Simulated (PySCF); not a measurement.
HOS, SMILES [O]S, multiplicity 2. Atoms are numbered in the order given.

```xyz
3

S     -0.0986    -0.4595     0.0000
O      0.0479     1.0363     0.0000
H      1.1948    -0.9391     0.0000
```
Charge 0, spin multiplicity 2.

Geometry: r2SCAN-D4/def2-TZVPD.

Two levels are set side by side: PBE/pcH-1 (PySCF) and B3LYP/pcH-1 (PySCF). Contact hyperfine couplings, same geometry. Differences are taken from unrounded values.

```csv
quantity,B3LYP,PBE,PBE minus B3LYP
"A(iso) of 33S, atom S1 (MHz)",10.7,-1.4,-12.1
"A(iso) of 17O, atom O2 (MHz)",-35.2,-16.7,18.6
"A(iso) of 1H, atom H3 (MHz)",-30.8,-29.2,1.6
```

Rough cost on one machine, each run with all the roots and properties that it gave: B3LYP against PBE within a factor of 2.
